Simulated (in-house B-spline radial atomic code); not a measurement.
Radial electron density of Cs III (Cs2+), [Kr] 4d10 5s2 5p5. Computed with an all-electron radial atomic-structure program (B-spline basis): scalar-relativistic (X2C) BHandHLYP, spin-polarised, spherical fractional occupations, Fermi nucleus of rms radius 4.8041 fm.

Caution: exact exchange at fractional occupations of open shells leaves self-interaction of up to several eV.

One-electron X2C: radii and densities carry no picture-change correction, so inner-shell <1/r> comes out high (for 1s by about 2 % at Z = 33, 5 % at 54, 10 % at 75, 30 % at 118) and <r> low.

Columns: r (bohr), 4πr²n(r) (electrons per bohr), bar.

```
0.000842    2.563 #
 0.00104    3.558 ##
 0.00128     4.89 ##
 0.00158    6.716 ###
 0.00195    9.158 ####
 0.00241    12.41 ######
 0.00297    16.56 ########
 0.00367    21.89 ##########
 0.00452    28.36 #############
 0.00558    36.09 #################
 0.00688    44.72 #####################
 0.00849    53.78 #########################
  0.0105    62.36 ##############################
  0.0129    68.87 #################################
  0.0159    72.39 ##################################
  0.0197    71.97 ##################################
  0.0243    68.21 ################################
  0.0299    63.73 ##############################
  0.0369     62.4 ##############################
  0.0456    67.76 ################################
  0.0562    79.14 #####################################
  0.0694    90.52 ###########################################
  0.0856    92.97 ############################################
   0.106    83.26 #######################################
    0.13    70.67 #################################
   0.161    67.58 ################################
   0.198    75.63 ####################################
   0.245    78.67 #####################################
   0.302    62.94 ##############################
   0.372    38.81 ##################
   0.459    26.87 #############
   0.567    29.61 ##############
   0.699    30.87 ###############
   0.863    22.93 ###########
    1.06    13.24 ######
    1.31     7.88 ####
    1.62    6.007 ###
       2    4.369 ##
    2.47     2.36 #
    3.04   0.8878 
    3.75   0.2158 
    4.63  0.03102 
    5.71 0.002368 
    7.05 8.379e-05
```

On this grid the curve has 4 maxima, near 0.0159, 0.0856, 0.245, 0.699 bohr.

The 5p up radial function P(r) = rR(r), positive near the nucleus:

```csv
r (bohr),P
0.00128,0.0009765
0.00195,0.001949
0.00297,0.003932
0.00452,0.00794
0.00688,0.0159
0.0105,0.03126
0.0159,0.0581
0.0243,0.1014
0.0369,0.1537
0.0562,0.1837
0.0856,0.1223
0.13,-0.07174
0.198,-0.2605
0.302,-0.1207
0.459,0.3068
0.699,0.3259
1.06,-0.3134
1.62,-0.813
2.47,-0.609
3.75,-0.1922
5.71,-0.01978
```
